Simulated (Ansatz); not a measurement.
This geometry of GaH3 (4 atoms, charge 0, multiplicity 1) is a first-order saddle point.

Theory: RKS LDA/def2-SVP (Ansatz 0.2.0).

```xyz
4
Properties=species:S:1:pos:R:3
Ga 0.419 0.000 -0.536
H 0.491 0.000 1.260
H 1.745 0.000 0.288
H -1.077 0.000 -0.100
```

Problem. Which two structures does it join? (They come from a converged band through this point; their orientation in space is the band's.)

Solution. Bonds broken: Ga1–H2, Ga1–H3. Bonds formed: H2–H3. GaH3 becomes GaH + H2.

Initial state:

```xyz
4
Properties=species:S:1:pos:R:3
Ga 0.394 0.000 0.228
H 0.395 0.000 1.798
H 1.754 0.000 -0.556
H -0.965 0.000 -0.557
```

Final state:

```xyz
4
Properties=species:S:1:pos:R:3
Ga 0.261 0.000 -1.025
H 0.754 0.000 1.054
H 1.502 0.000 0.714
H -0.939 0.000 0.168
```

Problem. How far does it lie above each of them?

Solution. 199.3 kJ/mol above the first and 113.1 kJ/mol above the second. This is the barrier of this one path; another mechanism may lie lower. The orbitals stay closed-shell, which can raise the energy where a bond breaks towards radicals; this wasn't checked here.

Time of the run: 23 s on 1 thread of Arm Neoverse V1, with other jobs on the host, peak memory 0.09 GiB.
